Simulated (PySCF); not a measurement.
Calculation: B3LYP-D3(BJ)/def2-TZVP (PySCF). Isolated molecules, 0 K electronic values unless said otherwise. One relaxed conformer stands for a flexible species; it need not be the lowest. B3LYP has the VWN-RPA correlation part, as in Gaussian. Excitations are Tamm–Dancoff values on a coarser integration grid. The basis has no diffuse functions, so Rydberg states are missing or too high.

Reference species (SMILES): `O=C1[C@H]2O[C@@H]12` (neutral, multiplicity 1).

S1 excitation (TDA): 4.90 eV
S1 oscillator strength: 0.000

Changed species: `Oc1cc1=O` (C–C–O–H torsion 0°).

Task: Predict the effect on the S1 excitation (TDA) and S1 oscillator strength.

Result: the S1 excitation (TDA) rises by 0.07 eV, to 4.97 eV; the S1 oscillator strength is nearly the same.
